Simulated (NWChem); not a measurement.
# NaF; SMILES [F][Na]

```xyz
2

Na     0.0000     0.0000    -0.8497
F      0.0000     0.0000     1.0385
```
Atoms are numbered in this order, from 1.

Computed with NWChem. Structure relaxed at the PBE0/def2-SVP level. Total energies compare along this basis series because the functional is fixed.

| level | basis functions | energy (Ha) | highest occupied level (eV) | orbital gap (eV) | dipole (D) |
|---|---|---|---|---|---|
| PBE/pcseg-1 | 24 | -261.9313 | -4.48 | 2.48 | 6.93 |
| PBE/aug-pcseg-1 | 37 | -261.9526 | -5.13 | 3.12 | 7.74 |
| PBE/pcseg-2 | 49 | -262.0155 | -5.02 | 2.94 | 7.48 |
| PBE/def2-SVP | 29 | -261.8141 | (withheld) | (withheld) | (withheld) |

Task: Complete the blanks.

Result: 
- PBE/def2-SVP, highest occupied level (eV): -4.62
- PBE/def2-SVP, orbital gap (eV): 2.65
- PBE/def2-SVP, dipole (D): 6.73
